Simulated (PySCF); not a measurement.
## Static response to an electric field

Species: C6H9ClSi.
Numbering: `[CH:1]#[C:2][CH2:3]/[C:4]([Cl:5])=[C:6](/[CH3:7])[SiH3:8]` (hydrogens: H9 on C1; H10, H11 on C3; H12, H13, H14 on C7; H15, H16, H17 on Si8)

Structure used (GFN2-xTB), in Å, numbered top down from 1:
```
atom  x, y, z in Å
C1     3.201   -0.041    0.901
C2     2.342   -0.469    0.187
C3     1.293   -0.941   -0.699
C4     0.291    0.156   -0.935
Cl5    0.801    1.251   -2.204
C6    -0.834    0.334   -0.254
C7    -1.776    1.469   -0.522
Si8   -1.333   -0.846    1.142
H9     3.961    0.316    1.530
H10    1.745   -1.244   -1.648
H11    0.804   -1.808   -0.250
H12   -1.453    2.071   -1.368
H13   -1.843    2.109    0.357
H14   -2.773    1.083   -0.727
H15   -2.547   -0.312    1.759
H16   -0.266   -0.945    2.139
H17   -1.621   -2.171    0.582
```

Level: B3LYP/def2-SVPD (PySCF), static field, nuclei fixed, core orbitals frozen in the response. The polarisability tensor in these axes (au):

```
x   128.87   1.34  -6.57
y     1.34  97.14 -10.89
z    -6.57 -10.89 109.84
```

Q: Give the principal values, the mean and the anisotropy Δα = √{½[(α1 − α2)² + (α2 − α3)² + (α1 − α3)²]}.

A: Principal values 90.75, 113.50 and 131.59 au; mean 111.95 au = 16.59 Å³ = 18.46 × 10⁻⁴⁰ C²·m²/J; Δα = 35.44 au (32 % of the mean).

Q: What is the dipole moment, and where does it point?

A: (-0.84, -0.61, 0.71) D, 1.25 D in size, pointing from the negative to the positive side. Measured along this direction, the outermost atoms are Cl5 at the negative end and H15 at the positive end.

Q: What are the principal values of the traceless quadrupole moment, Θ = ½Σq(3rr − r²1), about the centre of nuclear charge?

A: -5.43, 2.11, 3.32 D·Å. The values depend on the origin, since the dipole doesn't vanish. The electronic extent ⟨r²⟩ about the same centre is 1568 bohr², a root-mean-square distance of 2.40 Å for the 76 electrons.

Q: What depolarisation ratio follows for Rayleigh scattering of linearly polarised light, taking the static tensor?

A: ρ = 3Δα²/(45ᾱ² + 4Δα²) = 3768.4/(563940 + 5024.6) = 0.00662.

Q: What would n − 1 = 2πNα be for an ideal gas of these molecules at 500 K and 1 atm, electronic part alone?

A: N = p/kT = 1.4678 × 10¹⁹ cm⁻³, so n − 1 = 2π × N × 16.59 × 10⁻²⁴ cm³ = 1530 × 10⁻⁶ at long wavelengths, for an ideal gas.

Geometry: GFN2-xTB, one conformer, isolated molecule.

These values come from a run that also computed excited states. Time: 2.0 min wall (grids of density and orbitals included); peak memory 1.1 GiB. Hardware: one thread of an Arm Neoverse N1, no GPU, shared host.
